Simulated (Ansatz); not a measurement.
Wavefunction ladder for `C[S][Ge][OH]`

```json
{"atom": "C1", "x (Å)": "-0.623", "y (Å)": "0.554", "z (Å)": "-0.676"}
{"atom": "S2", "x (Å)": "1.117", "y (Å)": "1.031", "z (Å)": "-0.514"}
{"atom": "Ge3", "x (Å)": "2.030", "y (Å)": "-0.380", "z (Å)": "0.988"}
{"atom": "O4", "x (Å)": "0.632", "y (Å)": "-1.411", "z (Å)": "1.410"}
{"atom": "H5", "x (Å)": "-0.721", "y (Å)": "-0.466", "z (Å)": "-1.052"}
{"atom": "H6", "x (Å)": "-1.078", "y (Å)": "1.228", "z (Å)": "-1.401"}
{"atom": "H7", "x (Å)": "-1.154", "y (Å)": "0.664", "z (Å)": "0.270"}
{"atom": "H8", "x (Å)": "-0.203", "y (Å)": "-1.220", "z (Å)": "0.974"}
```

The species carries charge 0 and has multiplicity 1. Correlated methods include outer-core shells of Ge, which these sets cover unevenly. Scalar relativity is left out up to krypton. The geometry is a stationary point of PBE0-D4/def2-TZVP. It is one conformer, not always the lowest. Frozen core, restricted reference, Ansatz.

| basis | HF (Eh) | MP2 corr. | CCSD corr. | (T) | CCSD(T) total |
| --- | --- | --- | --- | --- | --- |
| def2-SVP | -2587.51564 | -0.67490 | -0.70508 | -0.02195 | -2588.24267 |
| def2-TZVPP | -2588.06483 | -0.82777 | -0.85429 | -0.03731 | -2588.95643 |
| def2-QZVPP | -2588.12363 | -1.13972 | – | – | – |
